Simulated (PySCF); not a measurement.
Worked example for 2,2,3,3,4,4,4-heptafluoro-1-butanol: deprotonation at atom O1

Structure: `OCC(F)(F)C(F)(F)C(F)(F)F` (C4H3F7O). Atom numbers as in the mapped SMILES `[OH:1][CH2:2][C:3]([F:4])([F:5])[C:6]([F:7])([F:8])[C:9]([F:10])([F:11])[F:12]`.

Level of theory: ωB97X-D3(BJ)/ma-def2-SVP single points in PySCF, grid level 2; every species was optimised with PBE0-D3(BJ)/ma-def2-SVP. The prefix ma- adds one diffuse s and one diffuse p function on all atoms but H. ωB97X-D3(BJ) is ωB97X-V with D3(BJ) in place of VV10. Zero-point and thermal terms (298.15 K, 1 bar) come from unscaled GFN2-xTB harmonic frequencies, with soft modes damped to free rotors in the entropy. These were taken at the GFN2-xTB minima.

Step: `OCC(F)(F)C(F)(F)C(F)(F)F` → `[O-]CC(F)(F)C(F)(F)C(F)(F)F` + H⁺.

| species | charge | multiplicity | E / Eh |
| --- | --- | --- | --- |
| `OCC(F)(F)C(F)(F)C(F)(F)F` | 0 | 1 | -927.813280 |
| `[O-]CC(F)(F)C(F)(F)C(F)(F)F` | -1 | 1 | -927.231725 |

Thermal terms, products less reactant: Δ(H − E) = -33.54 kJ/mol, Δ(G − E) = -66.70 kJ/mol (the bare proton has no electronic energy, H = 5/2 RT). 1 Eh = 2625.50 kJ/mol.

Q: What are ΔE, ΔH and ΔG of this step?

A: ΔE = 0.581555 Eh = 1526.87 kJ/mol; ΔH = 1493.3 kJ/mol; ΔG = 1460.2 kJ/mol, all in the gas phase at 298.15 K and 1 bar. The digits show the arithmetic; the method itself can be off by 10 kJ/mol or more.

Known limits: ma-def2-SVP is a small basis, whose errors can reach tens of kJ/mol; C2 is not listed: the run failed or kept an imaginary mode, or the ion rearranged or equalled another.
